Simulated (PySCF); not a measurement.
Se(F)4 cation (F4Se), SMILES F[Se](F)(F)F (connectivity only; charge and spin as stated), charge +1, multiplicity 2. Atoms are numbered in the order given.

```xyz
5

Se     0.0000     0.0000     0.2051
F     -1.2805     0.0000    -0.8573
F      0.0000    -1.7179     0.4698
F      1.2805     0.0000    -0.8573
F      0.0000     1.7179     0.4698
```
Charge +1, spin multiplicity 2.

The structure is a stationary point at PBE0-D3(BJ)/def2-SVP. The spin state was assumed, not searched. The isomer is the one that the SMILES or the coordinates give; other isomers of the formula were not compared.

Method: r2SCAN/def2-TZVP (PySCF).

ESP charges are fitted to the potential on shells at 1.4 to 2.0 van der Waals radii. Atomic charges (e):

```tsv
atom	ESP fit	Löwdin	meta-Löwdin	Mulliken spin
Se1	1.12	0.94	2.16	0.33
F2	-0.03	0.03	-0.31	0.03
F3	-0.03	0.00	-0.27	0.30
F4	-0.03	0.03	-0.31	0.03
F5	-0.03	0.00	-0.27	0.30
```

Computed Mayer and Wiberg (Löwdin basis) orders of the bonds:
| bond | Mayer | Wiberg |
|---|---|---|
| Se1–F2 | 1.18 | 1.67 |
| Se1–F3 | 1.04 | 1.57 |
| Se1–F4 | 1.18 | 1.67 |
| Se1–F5 | 1.04 | 1.57 |
